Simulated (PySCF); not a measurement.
Vertical excitations of a molecule C₂H₅FSi₂ from TDDFT-PBE0/def2-SVPD in PySCF, as energy in eV (oscillator strength): 5.39 (0.007), 5.98 (0.003), 6.24 (0.013), 6.57 (0.012), 7.06 (0.158), 7.22 (0.255), 7.49 (0.009), 7.64 (0.031), 7.68 (0.036), 7.74 (0.020). Lowest triplet (TDA): 4.65 eV. The structure is a stationary point at B3LYP-D3(BJ)/def2-SVP. Other conformers were not sampled.

Task: Pick the molecule that these values belong to.
A) F[Si@H]1C=C[SiH2]1
B) C#C[Si@@H](F)[SiH3]
C) C#C[SiH2][SiH2]F
D) F[SiH2]C#C[SiH3]

Result: B, C#C[Si@@H](F)[SiH3]
